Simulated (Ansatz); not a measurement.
The cluster Ru2H. Charge 0, multiplicity 2. Geometry r2SCAN-D4/def2-TZVPD, that of the charge -1 singlet; atoms count from 1.

```xyz
3

Ru    0.0521   -0.6169   -0.1452
Ru   -0.5635    0.9202   -1.2689
H     0.5115   -0.3033    1.4141
```

In the def2 sets Ru takes a core potential; there is no spin–orbit coupling. The charge 0 doublet is spin-contaminated (final ⟨S²⟩ up to 2.20, 0.75 for a pure state). The structure comes from a short search, and lower isomers may exist.

(1) Estimate the Mulliken populations from the PBE0/def2-TZVPD orbitals of Ansatz.

(2) Where does the spin sit?

(3) And the Mayer bond orders between bonded heavy atoms (over 0.3)?

Results:

(1) 
```csv
atom,charge (e),spin (α − β),d electrons
Ru1,0.03,2.25,6.79
Ru2,-0.03,-1.17,6.97
H3,0.00,-0.08,–
```
Mulliken values and Mayer orders depend strongly on the basis. With diffuse functions, as here, like atoms can get unlike values, and bond orders can come out too low or too high.

(2) Summed by element: Ru 1.08, H -0.08, of 1 unpaired in all. Largest on single atoms: Ru1 2.25, Ru2 -1.17, H3 -0.08.

(3) Ru1–Ru2 2.73 (2.00 Å).
